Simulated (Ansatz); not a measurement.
A calculation with Ansatz (development build ahead of 0.2.0).

```yaml
crystal:
  periodic: [false, false, false]
  atoms:
    - { symbol: Be, position_ang: [0.0, 0.0, 0.0] }
    - { symbol: O, position_ang: [0.0, 0.0, 4.62] }
    - { symbol: C, position_ang: [0.0, 4.7871, -1.2827] }
basis:
  gaussian: { orbitals: pcseg-2 }
total_charge: 1
magnetization:
  initial_magnetization: 1
hamiltonian:
  xc: { name: wB97X }
```

The input is written out in the form of the current development build from the run's settings.

Results

```yaml
Converged: yes
Total_energy: -127.09574 hartree
Spin_squared_of_the_determinant: 0.750
Stability_test: minimum among restricted orbitals
```

Caution: stretched shape with no unrestricted run beside it, a lower state can exist; charge can spread falsely over distant fragments.
